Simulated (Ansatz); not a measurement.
Species: C2H8AlN, net charge 0, singlet state. 
Structure (B3LYP-D3(BJ)/def2-TZVP (Ansatz, an electronic-structure program) minimum search):
SMILES: [CH3][Al]([CH3])[NH2]
```xyz
12

C     -1.5296    -1.1936    -0.1710
Al    -0.0037     0.0198     0.0040
C      1.8556    -0.5612    -0.1885
N     -0.3219     1.7331     0.3551
H     -1.4702    -2.0125     0.5525
H     -2.4876    -0.6905    -0.0206
H     -1.5540    -1.6587    -1.1614
H      2.5679     0.2582    -0.0680
H      2.1089    -1.3288     0.5492
H      2.0314    -1.0088    -1.1716
H      0.3858     2.4428     0.4645
H     -1.2370     2.1393     0.4744
```
Charge 0, spin multiplicity 1.

Basis-set convergence of Hartree-Fock and MP2 correlation energies (hartree) with Ansatz. Cores are frozen in the correlated levels unless marked. Spin-orbit coupling is left out. Non-relativistic.

```
basis            functions       E(HF)  E(corr, MP2)
---------------  ---------  ----------  ------------
aug-cc-pV(D+d)Z        173  -376.83472      -0.56240
aug-cc-pV(T+d)Z        377  -376.88237      -0.67245
aug-cc-pV(Q+d)Z        697  -376.89246      -0.70933
```

Extrapolating the two largest sets (X = 3 and 4) as X^-3: E(corr) = (64·(-0.70933) - 27·(-0.67245))/37 = -0.7362 Eh, an estimate of the basis-set limit. The largest set recovers 96.3 % of it, the smallest 76.4 %.
